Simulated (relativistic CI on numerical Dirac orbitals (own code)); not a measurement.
## Hyperfine structure of Co22+, mass number 59

Method of calculation: Dirac-Coulomb-Breit CI, separate exchange-only KLI orbitals for each configuration, a model potential for QED, unscaled Slater integrals (own radial code, finite nucleus).

Configurations in the expansion (outside the closed core 1s2): 2s2 2p, 2s 2p2, 2p3, 2p2 3s, 2p2 3p, 2p2 3d, 2s2 3s, 2s2 3p, 2s2 3d, 2s 2p 3s, 2s 2p 3p, 2s 2p 3d, 2s2 4s, 2s2 4p, 2s2 4d, 2s2 4f. Levels of other configurations are missing.

Nuclear spin I = 7/2, μ = 4.615 μN, Q = 0.42 b (tables of Stone and Pyykkö). The electronic factors are computed for point nuclear moments, without core polarisation or the Bohr-Weisskopf and QED corrections.

```csv
Level,E (cm⁻¹),A (GHz),B (GHz)
2s2 2p 2P°_1/2,0,235.6,
2s2 2p 2P°_3/2,139469,45.42,25.8
2s 2p2 4P_1/2,427015,463.9,
2s 2p2 4P_3/2,494319,191.7,21
2s 2p2 4P_5/2,555664,202.1,-21.7
2s 2p2 2D_3/2,793082,-29.44,33.5
2s 2p2 2D_5/2,822791,209.6,47.7
2s 2p2 2P_1/2,911797,210.3,
```

Levels with J = 0, under 50 % of one LS term, or S terms without an open s electron are left out. Small factors come from cancelling terms and can be off by tens of per cent or more.

At this charge energies of transitions that change n are usually good to better than 1 %, and those within a shell (Δn = 0) to a few per cent.

(1) Give the hyperfine levels of 2s2 2p 2P°_1/2 relative to its centre of gravity.

Answers

(1) With K = F(F + 1) − I(I + 1) − J(J + 1), E = AK/2: F = 3: -530.1, F = 4: 412.3 GHz.

LS names give the leading component of a level, which can be under half, so a name can repeat, a term be missing and a line seem to break the LS rules.
